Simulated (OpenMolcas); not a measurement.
Pd3+ (d7) on a cation site of an ionic host was computed by CASSCF with the d shell active (OpenMolcas, ANO-RCC-VTZP on the metal). Its lowest spin-free states, and all those of the highest spin:

```csv
2S+1,Degeneracy,E (cm-1)
4,3,0.0
2,2,918.3
2,3,10947
2,3,11033
4,3,11858
2,3,14521
4,3,20886
2,3,21639
2,1,24543
2,3,26596
2,2,28585
2,3,28919
4,1,28939
```

Question: Is the site octahedral, tetrahedral or cube-like, axial, or of lower symmetry?

Answer: The states with 2S+1 = 4 have orbital degeneracies 3, 3, 3, 1. Threefold states need a cubic site. For d7 at this spin an octahedron puts the threefold T1 below the threefold T2 and a tetrahedron or cube puts the single A2 below the threefold T2, so the site is octahedral. The run had Pd3+ with its 6 nearest chloride ions at 2.555 Å, on the Y site of Cs2NaYCl6 (a = 10.7396 Å, distance in the model lattice 2.619 Å). The rest of the host is ab initio model potentials to 7.6 Å, with orthogonalisation functions on the cations behind the ligands, and point charges beyond; the distance is set by hand and nothing relaxes. Ligand basis ANO-RCC-VDZP.

An orbital triplet at a regular site is open to Jahn-Teller coupling, which can distort the site and quench the lowest spin-orbit gaps and is left out. Without dynamic correlation the repulsion within the d shell is too large (B by tens of per cent), so at a given field states of lower spin stand too high. This shell can be high or low spin here, a state of another spin lies low, and with metal d orbitals alone active their balance is uncertain, so the ground spin may be wrong. The least metal-like active orbital is 67 % on the metal (Löwdin) and no ligand orbital is active, so the numbers are rough, and ground spin, moment and any spin crossover can be artefacts of this space; highly charged d ions in such sites are as a rule low spin. With metal d orbitals alone the field can be off either way by tens of per cent. Ligand-to-metal charge-transfer states are missing. With no ligand orbital active B as a rule stays too high, so bands that hang on it stand too high and its fall with covalency is understated. No measured value stands beside these numbers; the geometry was set by hand and not optimised.
